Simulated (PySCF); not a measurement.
C₂H₅ClO₂Si. Atoms are numbered in the order given.

```xyz
11

Si     1.1489    -0.4053    -0.4681
Cl     1.7212     1.0895     0.8170
O     -0.4645    -0.1811    -0.9511
C     -1.4577    -0.3932    -0.0608
C     -2.8111    -0.1582    -0.6529
O     -1.2303    -0.7278     1.0705
H      1.3363    -1.7301     0.1646
H      1.9047    -0.2578    -1.7324
H     -2.8804     0.8826    -1.0019
H     -3.5859    -0.3598     0.0944
H     -2.9488    -0.8029    -1.5331
```

Geometry optimised at PBE0-D3(BJ)/def2-SVP. The values are those of a single conformer.

Vertical ionisation energy (IE) and electron affinity (EA) in eV. Rows of orbital energies are one-electron estimates. Where ΔSCF, EOM or ADC give a negative EA the extra electron is unbound and the value depends on the basis.

```
level                                          IE    EA
-------------------------------------------  ----  ----
−ε(HOMO), −ε(LUMO), B3LYP/def2-TZVP (PySCF)  8.08  0.62
−ε(HOMO), −ε(LUMO), PBE/def2-TZVP (PySCF)       ?     ?
```

What belongs in the gaps? (An estimate is asked for; the answer gives what the named calculation found.)


- −ε(HOMO), −ε(LUMO), PBE/def2-TZVP (PySCF), IE: 6.67
- −ε(HOMO), −ε(LUMO), PBE/def2-TZVP (PySCF), EA: 1.45
